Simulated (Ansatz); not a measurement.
System: trichloro(fluoro)silane, SiCl3F, charge 0, multiplicity 1. SMILES: [Si](F)(Cl)(Cl)Cl
Geometry: optimised at B3LYP-D3(BJ)/def2-TZVP (Ansatz, a quantum-chemistry and plane-wave program).

Property: vertical triplet-singlet gap, E(triplet) - E(singlet), in eV. Conventions: dispersion terms only where a functional's name holds one; UHF or UKS for open shells; spin-orbit terms left out; 6-31G* and kin with 6d, 5d where marked; each state is the SCF solution reached for its charge and spin; 6-311+G** with 5d, 6d on Na to Ar in Ansatz; non-relativistic. Ab initio and DFT rows: single points at B3LYP-D3(BJ) geometries (Ansatz). Levels can end on unlike triplets.

```csv
level,program,"vertical triplet-singlet gap, E(triplet) - E(singlet) (eV)"
B3LYP/STO-3G,Ansatz,7.48
B3LYP/3-21G,Ansatz,6.80
B3LYP/6-31G*,Ansatz,7.18
B3LYP/6-311+G**,Ansatz,6.97
B3LYP/def2-TZVPD,Ansatz,7.04
```

No value to compare with is used here. The 4 habitual levels span 6.80 (B3LYP/3-21G) to 7.48 eV (B3LYP/STO-3G); B3LYP/def2-TZVPD gives 7.04.

The sets are all those run for this method; left out are runs that failed, that the program found above a lower state of the same kind, or whose <S^2> lies over 0.5 above the pure value.
